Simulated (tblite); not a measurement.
Species: C₄H₆O₂S.
Cartesian coordinates in Å at the GFN2-xTB level; atoms count from 1:
```xyz
13
C4H6O2S angstrom
O      2.014   -0.741    0.585
C      1.205   -0.092   -0.357
C     -0.130    0.367    0.238
C     -1.182   -0.723    0.505
O     -2.040   -0.140   -0.493
C     -1.155    0.841   -0.764
S     -1.244    2.038   -1.828
H      2.298   -0.112    1.258
H      1.025   -0.824   -1.148
H      1.709    0.778   -0.798
H      0.040    1.057    1.067
H     -0.886   -1.736    0.232
H     -1.657   -0.712    1.486
```

Method: GFN2-xTB as coded in tblite; computed harmonic values from a numerical Hessian at the method's own geometry, unscaled. Errors from tens to a few hundred cm⁻¹ against measured bands are possible. One conformer, not necessarily the lowest.

Harmonic wavenumbers (cm⁻¹): 62.8, 120.0, 142.7, 275.0, 305.6, 363.5, 472.5, 552.2, 587.7, 858.9, 896.5, 939.7, 1020.6, 1038.8, 1084.9, 1090.5, 1102.0, 1104.8, 1142.4, 1171.9, 1236.7, 1287.3, 1303.1, 1338.7, 1368.6, 1450.9, 1469.9, 2902.4, 2959.2, 2985.5, 2993.7, 2998.6, 3539.5.

A = 3858, B = 1457, C = 1115 MHz; mass 118.009 u (most abundant isotopes); point group C1, symmetry number 1.

**Question.** Zero-point energy?

**Answer.** Half the sum of the wavenumbers: 21084 cm⁻¹ = 60.28 kcal/mol.

**Question.** Entropy at 298.15 K, 1 bar (ideal gas, RRHO, classical rotation)?

**Answer.** Translation 40.24, rotation 28.33, vibration 17.14: S = 85.7 cal/(mol K).

**Question.** And Cp and H(298.15 K) − H(0)?

**Answer.** Cp = 26.91 cal/(mol K), of which vibrations give 18.96 (their classical limit is 33 R = 65.6); H(298.15 K) − H(0) = 5.14 kcal/mol without the zero-point energy, 2.77 from vibrations.

**Question.** How do the functions run with temperature in this model?

**Answer.** 
| T (K) | S (cal/(mol K)) | Cp (cal/(mol K)) | H − H(0) (kcal/mol) | G − H(0) (kcal/mol) | ln q(vib) |
| --- | --- | --- | --- | --- | --- |
| 50 | 55.9 | 10.9 | 0.45 | -2.34 | 0.23 |
| 100 | 64.6 | 14.4 | 1.09 | -5.37 | 0.89 |
| 373.15 | 92.3 | 32.1 | 7.35 | -27.09 | 5.14 |
| 500 | 102.8 | 39.9 | 11.94 | -39.48 | 7.16 |
| 750 | 121.2 | 50.3 | 23.33 | -67.55 | 11.13 |
| 1000 | 136.6 | 56.8 | 36.78 | -99.82 | 14.89 |

q(vib) and H(0) count from the zero-point level.

**Question.** Which modes carry the vibrational entropy at 298.15 K?

**Answer.** 62.8 cm⁻¹: 4.37; 120.0 cm⁻¹: 3.10; 142.7 cm⁻¹: 2.77; 275.0 cm⁻¹: 1.56; 305.6 cm⁻¹: 1.39; 363.5 cm⁻¹: 1.11 cal/(mol K); the other 27 give 2.85 together.

**Question.** Blend soft modes into free rotors: weight 1/[1 + (100 cm⁻¹/ν̃)⁴] for the oscillator and the rest for a rotor with moment μB/(μ + B), μ = h/(8π²ν), B = 10⁻⁴⁴ kg m². What vibrational entropy results?

**Answer.** 16.06 cal/(mol K) in place of 17.14, which changes −T·S at 298.15 K by +0.32 kcal/mol.

Hindered rotation and anharmonicity are outside this model. Other conformers, if any are populated, would add a mixing term that is left out. The structure is chiral; the term R ln 2 for an equal mix with its mirror image is left out.

Hardware: an Intel Xeon Platinum 8375C at 2.90 GHz with one thread, shared host with 128 logical CPUs at a one-minute load of 53. Cost: 0.36 s. This covers the Hessian and the dipole derivatives.
